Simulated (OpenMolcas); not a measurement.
Computed levels of Cu3+

- Program: OpenMolcas 26.06
- Method: XMS-CASPT2, IPEA 0.25 Eh, imaginary shift 0.1 Eh (closed shells correlated: 3s 3p)
- Basis: ANO-RCC-VTZP [6s5p3d2f1g]
- Scalar Hamiltonian: DKH2, point nucleus
- Active space: 8 electrons in 5 orbitals (3d)
- State averaging: 2S+1 = 3 even, 10 roots; 2S+1 = 1 even, 15 roots
- Spin-orbit coupling: state interaction with AMFI integrals over the reference wave functions, term energies averaged over their components

Spin-free terms above the lowest, with the occupations of the reference:

| Configuration | Term | E (cm-1) | Occupations |
| --- | --- | --- | --- |
| 3d8 | 3F | 0.0 | 3d 8.00 |
| 3d8 | 1D | 15290 | 3d 8.00 |
| 3d8 | 3P | 18490 | 3d 8.00 |
| 3d8 | 1G | 25970 | 3d 8.00 |
| 3d8 | 1S | 61030 | 3d 8.00 |

With spin-orbit coupling, above the lowest level:

| Configuration | Term | J | E (cm-1) | Measured (cm-1) | Term weight % | Second |
| --- | --- | --- | --- | --- | --- | --- |
| 3d8 | 3F | 4 | 0.0 | 0.0 | 100 |  |
| 3d8 | 3F | 3 | 1823 | 1861 | 100 |  |
| 3d8 | 3F | 2 | 3030 | 3078 | 99 |  |
| 3d8 | 1D | 2 | 16270 | 16248 | 85 | 14 3P |
| 3d8 | 3P | 2 | 19940 | 19697 | 86 | 14 1D |
| 3d8 | 3P | 1 | 20310 | 20097 | 100 |  |
| 3d8 | 3P | 0 | 20640 | 20423 | 100 |  |
| 3d8 | 1G | 4 | 27370 | 26913 | 100 |  |
| 3d8 | 1S | 0 | 62520 | 61456 | 100 |  |

Against the 8 measured excited levels shown (Sugar and Musgrove, J. Phys. Chem. Ref. Data 19, 527 (1990)) the mean absolute deviation is 290 cm-1; the largest miss in energy is 3d8 1S0: computed 62520, measured 61456 cm-1 (+1.7 %).

Spin-orbit coupling puts the lowest level 1375 cm-1 below the lowest spin-free term.

For 3F the intervals divided by the larger J are -401.0, -455.8 cm-1. Landé's interval rule makes them equal in pure LS coupling; they differ by 13 % of their mean. The multiplet is inverted.

CASPT2 does not keep the components of a term degenerate, so their means are used; among the terms shown or strongly mixed into the levels shown the widest spread is 1100 cm-1 (3d8 3F). Measured partners are found by configuration, term and J. A level has none where our copy of the source lacks it or the pairing is in doubt (some pairs that miss far off the trend of their configuration count as doubtful), and it then counts in no deviation. Only configurations of the active space appear.

The term weight is that of the spin-free term in the level, not the purity of its configuration.
